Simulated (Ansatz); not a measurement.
The same path of C2HCl3Zr (7 atoms, charge 0, multiplicity 1) was run 3 times with different band settings. Lost on the way: C1–H7. Made: C2–H7.

All numbers below come from RKS PBE0/def2-SVP (Ansatz).

Relaxed end points:

```xyz
7
Properties=species:S:1:pos:R:3
C 1.854 -1.265 0.254
C 0.838 -0.588 0.121
Zr -0.922 0.624 -0.124
Cl -2.693 -0.778 -0.685
Cl -0.496 2.151 -1.828
Cl -1.327 1.714 1.892
H 2.746 -1.858 0.370
```

```xyz
7
Properties=species:S:1:pos:R:3
C 0.846 -0.578 0.115
C 1.851 -1.269 0.256
Zr -0.918 0.630 -0.127
Cl -2.679 -0.786 -0.684
Cl -0.511 2.163 -1.831
Cl -1.324 1.715 1.891
H 2.734 -1.875 0.380
```

Common settings: movable images 9; climbing image yes; spring 5.0 eV/Å²; start path through a guess of the saddle point; end points relaxed.

| run | optimiser | force threshold | iteration limit |
| --- | --- | --- | --- |
| 1 | quadratic models (default) | 0.05 eV/Å | 32 |
| 2 | quadratic models (default) | 0.5 eV/Å | 24 |
| 3 | fire | 0.05 eV/Å | 19 |

**Question.** What does each run give, and how far can it be trusted?

**Answer.** Run 1: converged after 26 iterations, highest image 2.036 eV above the first end. Neighbouring images differ by up to 1.3 eV, so the band resolves the path poorly. A vibrational analysis at the climbing image gives one clearly imaginary mode, 920i cm⁻¹: a first-order saddle point.
Run 2: converged after 18 iterations, highest image 1.924 eV above the first end. The threshold of 0.5 eV/Å is loose, so the images may lie well off the minimum-energy path. Neighbouring images differ by up to 1.4 eV, so the band resolves the path poorly. The order of the stationary point at the top wasn't checked.
Run 3: not converged after 19 iterations, highest image 2.607 eV above the first end. The band didn't meet its force threshold, so its energies are provisional: the largest band force was still 1.12 eV/Å, and over the last iterations the top moved between 2.61 and 2.71 eV.
The orbitals stay closed-shell, which can raise the energy where a bond breaks towards radicals; this wasn't checked here.
